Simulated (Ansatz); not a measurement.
Compare A (`CC[O][GaH2]`) with its isomer B (`[CH3][GaH][CH2]O`).

Computed with Ansatz on PBE0-D4/def2-TZVP structures; ΔE is electronic, products minus reactants. CCSD(T)/CBS adds triple-zeta CCSD(T) − MP2 to the extrapolated MP2 energy (def2 sets, frozen cores). Functionals use def2-TZVPP. B3LYP here is the variant with VWN-RPA as its local correlation; programs differ in this. For Ga outer-core shells are correlated without core-valence functions, which leaves a few kJ/mol of doubt a bond. Scalar relativity is left out up to krypton. One conformer a species, not always the lowest.

Which isomer does CCSD(T)/CBS put lower? Give the gap. (An estimate is asked.)

Ansatz gave: A, by 66.6 kJ/mol.

Give E(B) − E(A) in kJ/mol with ωB97M-V, CCSD(T)/def2-SVP, CCSD/def2-TZVPP, B3LYP-D4, HF/def2-TZVPP, MP2/def2-TZVPP, BLYP-D4. (Best estimate.)

Computed: ωB97M-V 69.3, CCSD(T)/def2-SVP 98.0, CCSD/def2-TZVPP 72.4, B3LYP-D4 73.9, HF/def2-TZVPP 87.9, MP2/def2-TZVPP 70.8, BLYP-D4 73.7. None reverses the order clearly.

Does the order hold for the free energy at 298.15 K (harmonic terms from PBE0-D4)? (Best estimate.)

The calculation gave: Yes: G(B) − G(A) = +61.2 kJ/mol, for one conformer each. Modes under 60 cm⁻¹, often nearly free rotors, make the harmonic entropy too high.

Largest T1 diagnostic: 0.014.

Leaving LDA and LC-ωPBE aside and taking each functional with its dispersion term where it has one, the values, not all of them listed here, spread over 21.2 kJ/mol, from PBE-D4 to B97M-V. LDA lies +8.7 kJ/mol from PBE without D4. At CCSD(T), def2-SVP lies +31.4 kJ/mol from the extrapolated value and def2-TZVPP +5.5 kJ/mol.
